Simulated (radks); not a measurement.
Spherical quantum dot in the effective-mass picture: electrons in a parabolic well V = omega^2 r^2 / 2 with omega = 0.292, all in effective atomic units (hartree* = m*/eps^2 hartree, bohr* = eps/m* bohr), one dielectric constant everywhere. Calculated with a radial shooting solver with Libxc functionals: non-relativistic Kohn-Sham, PBE, spin-polarised, spherical densities. Levels are named by radial order and angular momentum (1s, 1p, 1d, 2s, ...), and open shells are averaged over m. Results are scaled to m* = 0.47 and eps = 11.8, for which hartree* = 91.85 meV and bohr* = 1.329 nm.

N = 7, configuration 1s2 1p(up 3, down 2). This is the lowest configuration that the search found. Occupied and some empty levels:

level,occupation,eigenvalue (meV),<r> (nm)
1s up,1,201.03,3.968
1s down,1,202.22,3.932
1p up,3,214.36,4.794
1p down,2,215.78,4.793
1d up,0,230.50,5.412
1d down,0,231.93,5.426
2s up,0,236.59,4.678
2s down,0,237.31,4.687
1f up,0,248.68,5.937
1f down,0,250.02,5.957

Energy (meV): total 930.180, kinetic 125.11, external 355.54, Hartree 588.99, exchange-correlation -139.45.

Electron density:

r (nm),n(r) (e/nm^3)
0.672,0.006886
1.39,0.007999
2.12,0.009262
2.84,0.009962
3.56,0.009566
4.28,0.007985
5.00,0.005656
5.72,0.003314
6.44,0.001578
7.16,0.0006159
7.89,0.0001992
8.61,0.00005286
9.33,0.00001149
